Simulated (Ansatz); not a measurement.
Cl4Ti, charge +1, doublet, geometry from GFN2-xTB (such geometries of metal compounds can be far from the true shape) (the multiplicity is a formal guess); HF/aug-cc-pVDZ (Ansatz, a program for electronic structure).

Here is a job for Ansatz.
Ansatz 0.2 input:
```yaml
crystal:
  periodic: [false, false, false]
  atoms:
    - {symbol: Ti, position_ang: [0.00000000, -0.00000000, -0.00000000]}
    - {symbol: Cl, position_ang: [1.69747891, -0.53617898, -1.16148900]}
    - {symbol: Cl, position_ang: [0.61687574, 0.47973787, 1.97668792]}
    - {symbol: Cl, position_ang: [-0.95238075, 1.68724787, -0.87415377]}
    - {symbol: Cl, position_ang: [-1.36197391, -1.63080675, 0.05895485]}
basis:
  gaussian:
    orbitals: aug-cc-pVDZ
    point_charges:
      - {charge: 0.5, position_ang: [2.0309, 2.8574, 3.7393]}
hamiltonian:
  xc: hf
total_charge: 1
magnetization: {spin_polarized: true, initial_magnetization: 1}
```

Write the output that Ansatz gives for this input, abridged.


```
Functional definition: HF
1678 factors; integrals over basis functions are off by at most 3.3e-4 eV
mean field evaluation 1: about -73091.6548 eV, gradient 2.6e1 eV
mean field evaluation 2: about -73091.6573 eV, gradient 2.6e1 eV
mean field evaluation 4: about -73095.6214 eV, gradient 2.7e0 eV
mean field evaluation 8: about -73095.8479 eV, gradient 5.2e-1 eV
mean field evaluation 16: about -73096.0959 eV, gradient 3.9e-2 eV
mean field evaluation 32: about -73094.8800 eV, gradient 1.3e0 eV
mean field evaluation 64: about -73096.0595 eV, gradient 1.9e-2 eV
mean field evaluation 96: about -73096.0628 eV, gradient 9.8e-1 eV
mean field evaluation 128: about -73093.4476 eV, gradient 1.5e0 eV
mean field evaluation 160: about -73095.2018 eV, gradient 1.0e0 eV
mean field evaluation 192: about -73094.7594 eV, gradient 3.9e0 eV
mean field evaluation 224: about -73093.9009 eV, gradient 1.4e0 eV
mean field evaluation 256: about -73093.3039 eV, gradient 1.3e0 eV
mean field evaluation 288: about -73096.0703 eV, gradient 7.5e-2 eV
mean field evaluation 320: about -73090.1699 eV, gradient 7.2e0 eV
mean field -73096.09590785 eV, -2686.2319783001 hartree, gradient 7.5e-6 eV, S^2 0.769239; 5 other end points of the search recorded, 0 dependent functions left out
reference -73096.09590785 eV, -2686.2319783001 hartree; 45, 44 occupied and 122, 123 virtual orbitals, 1678 factors
Total energy: -73096.09590785 eV, -2686.2319783001 hartree
```
